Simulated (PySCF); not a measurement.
# Ar (argon, neutral) across methods

[Ar], closed-shell 1S. All numbers are calculated (PySCF 2.14, the spin-free X2C one-electron Hamiltonian (Gaussian nucleus), in x2c-TZVPPall).

```json
{"method": "HSE06", "E (hartree)": "-529.2141", "mean ε 2p (eV)": "-237.05", "mean ε 3s (eV)": "-26.703", "mean ε 3p (eV)": "-11.446", "Σ⟨r²⟩ (bohr²)": "25.72", "⟨S²⟩": "0.000"}
{"method": "r2SCAN", "E (hartree)": "-529.3207", "mean ε 2p (eV)": "-233.06", "mean ε 3s (eV)": "-25.304", "mean ε 3p (eV)": "-10.627", "Σ⟨r²⟩ (bohr²)": "25.73", "⟨S²⟩": "0.000"}
{"method": "LDA", "E (hartree)": "-527.7255", "mean ε 2p (eV)": "-229.53", "mean ε 3s (eV)": "-24.131", "mean ε 3p (eV)": "-10.261", "Σ⟨r²⟩ (bohr²)": "25.91", "⟨S²⟩": "0.000"}
{"method": "PBE0", "E (hartree)": "-529.1939", "mean ε 2p (eV)": "-237.55", "mean ε 3s (eV)": "-27.128", "mean ε 3p (eV)": "-11.866", "Σ⟨r²⟩ (bohr²)": "25.71", "⟨S²⟩": "0.000"}
{"method": "BLYP", "E (hartree)": "-529.3603", "mean ε 2p (eV)": "-229.68", "mean ε 3s (eV)": "-23.952", "mean ε 3p (eV)": "-9.969", "Σ⟨r²⟩ (bohr²)": "25.88", "⟨S²⟩": "0.000"}
{"method": "UHF", "E (hartree)": "-528.61400", "mean ε 2p (eV)": "-260.49", "mean ε 3s (eV)": "-34.964", "mean ε 3p (eV)": "-16.019", "Σ⟨r²⟩ (bohr²)": "25.84", "⟨S²⟩": "0.000"}
{"method": "PBE", "E (hartree)": "-529.1541", "mean ε 2p (eV)": "-229.57", "mean ε 3s (eV)": "-24.135", "mean ε 3p (eV)": "-10.126", "Σ⟨r²⟩ (bohr²)": "25.78", "⟨S²⟩": "0.000"}
{"method": "r2SCANh", "E (hartree)": "-529.3194", "mean ε 2p (eV)": "-235.88", "mean ε 3s (eV)": "-26.331", "mean ε 3p (eV)": "-11.252", "Σ⟨r²⟩ (bohr²)": "25.72", "⟨S²⟩": "0.000"}
{"method": "PBEsol", "E (hartree)": "-528.4034", "mean ε 2p (eV)": "-229.33", "mean ε 3s (eV)": "-24.064", "mean ε 3p (eV)": "-10.104", "Σ⟨r²⟩ (bohr²)": "25.82", "⟨S²⟩": "0.000"}
```
